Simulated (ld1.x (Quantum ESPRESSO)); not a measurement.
**Ge (Z = 32), PAW: configuration errors across variants**

ld1.x (Quantum ESPRESSO) 7.5 input, shortened:

```
&input
   title='Ge', zed=32., rel=1, dft='PZ', iswitch=3,
   config='[Ar] 3d10 4s2 4p1.5'
 /
 &inputp
   pseudotype=3, lpaw=.true., tm=.true., lloc=-1, rcloc=0.90,
   nlcc=.true., new_core_ps=.true., rcore=0.35,
   which_augfun='BESSEL', rmatch_augfun=0.70
 /
6
3S  1  0   2.00   0.00  0.85  1.05  0.0
4S  2  0   2.00   0.00  0.85  1.05  0.0
3P  2  1   6.00   0.00  0.90  0.95  0.0
4P  3  1   1.50   0.00  0.90  0.95  0.0
3D  3  2  10.00   0.00  0.65  0.75  0.0
3D  3  2   0.00   2.15  0.65  0.75  0.0
 &test
   configts(1)='3s2 3p6 3d10 4s2 4p1.5'
 /
```

All-electron excitation energies from the reference (eV): (1) 3s2 3p6 3d10 4s2 4p2 -2.889; (2) 3s2 3p6 3d10 4s2 4p1 4.748; (3) 3s2 3p6 3d10 4s2 4p0 20.463; (4) 3s2 3p5 3d10 4s2 4p2 122.572; (5) 3s2 3p6 3d10 4s1 4p2 13.524; (6) 3s2 3p6 3d9 4s2 4p2 36.058; (7) 3s2 3p6 3d9 4s2 4p3 26.832; (8) 3s2 3p6 3d10 4s2 4p1.5 spin -0.364; (9) 3s2 3p6 3d10 4s2 4p2 spin -3.452.

Spin tests fill each open shell by Hund’s rule, majority spin first.

The overlap operator is not positive definite (basis up to 400 Ry) in “base”, “wave 3d channel at 2.15 Ry: rcut 0.65, rcutus 0.75 bohr becomes 3d channel at -2.26 Ry: rcut 0.65, rcutus 0.75 bohr”, “wave 3d channel at 2.15 Ry: rcut 0.65, rcutus 0.75 bohr becomes 3d channel at -2.09 Ry: rcut 0.65, rcutus 0.75 bohr”, “wave 3d channel at 2.15 Ry: rcut 0.65, rcutus 0.75 bohr becomes 3d channel at -1.89 Ry: rcut 0.65, rcutus 0.75 bohr”, “wave 3d channel at 2.15 Ry: rcut 0.65, rcutus 0.75 bohr becomes 3d channel at -1.38 Ry: rcut 0.65, rcutus 0.75 bohr”, “wave 3d channel at 2.15 Ry: rcut 0.65, rcutus 0.75 bohr becomes 3d channel at -0.73 Ry: rcut 0.65, rcutus 0.75 bohr”, “wave 3d channel at 2.15 Ry: rcut 0.65, rcutus 0.75 bohr becomes 3d channel at 3.48 Ry: rcut 0.65, rcutus 0.75 bohr”. Such files are unfit for use, however small their errors in these radial tests.

1 further variants failed, have other tests or too few solved ones, and are left out.

Errors AE − PS in meV (a dash: test not solved or not reliable):

```tsv
change	(1)	(2)	(3)	(4)	(5)	(6)	(7)	(8)	(9)	bound ghosts
base	+0.2	-0.4	-1.9	-38	0.0	+7.8	+8.1	0.0	+0.2	not determined (overlap not positive)
wave 3d channel at 2.15 Ry: rcut 0.65, rcutus 0.75 bohr becomes 3d channel at -2.26 Ry: rcut 0.65, rcutus 0.75 bohr	+0.1	-0.3	-1.9	-47	-1.6	-1.0	-0.8	0.0	+0.2	not determined (overlap not positive)
wave 3d channel at 2.15 Ry: rcut 0.65, rcutus 0.75 bohr becomes 3d channel at -2.09 Ry: rcut 0.65, rcutus 0.75 bohr	+0.1	-0.3	-2.1	-62	-2.2	-16	-15	0.0	+0.2	not determined (overlap not positive)
wave 3d channel at 2.15 Ry: rcut 0.65, rcutus 0.75 bohr becomes 3d channel at -1.89 Ry: rcut 0.65, rcutus 0.75 bohr	+0.1	-0.3	-1.9	-44	-1.1	+2.1	+2.5	-0.1	+0.2	not determined (overlap not positive)
wave 3d channel at 2.15 Ry: rcut 0.65, rcutus 0.75 bohr becomes 3d channel at -1.38 Ry: rcut 0.65, rcutus 0.75 bohr	+0.2	-0.3	-1.7	-38	-0.5	+8.0	+8.3	0.0	+0.3	not determined (overlap not positive)
wave 3d channel at 2.15 Ry: rcut 0.65, rcutus 0.75 bohr becomes 3d channel at -0.73 Ry: rcut 0.65, rcutus 0.75 bohr	+0.2	-0.3	-1.7	-37	-0.4	+9.0	+9.2	0.0	+0.2	not determined (overlap not positive)
wave 3d channel at 2.15 Ry: rcut 0.65, rcutus 0.75 bohr becomes 3d channel at 3.48 Ry: rcut 0.65, rcutus 0.75 bohr	+0.2	-0.4	-1.9	-38	-0.1	+7.5	+7.9	0.0	+0.2	not determined (overlap not positive)
```

Question: Give the same row for: wave 3d channel at 2.15 Ry: rcut 0.65, rcutus 0.75 bohr becomes 3d channel at 1.53 Ry: rcut 0.65, rcutus 0.75 bohr.

Answer: +0.2, -0.4, -2.0, -38, 0.0, +8.1, +8.4, 0.0, +0.3; bound ghosts: not determined (overlap not positive). Its overlap operator is not positive definite in a basis up to 400 Ry (lowest eigenvalue p -0.16), so the file is unfit for use: the generalised eigenproblem breaks down once the basis is large enough, and its test numbers describe a broken file.
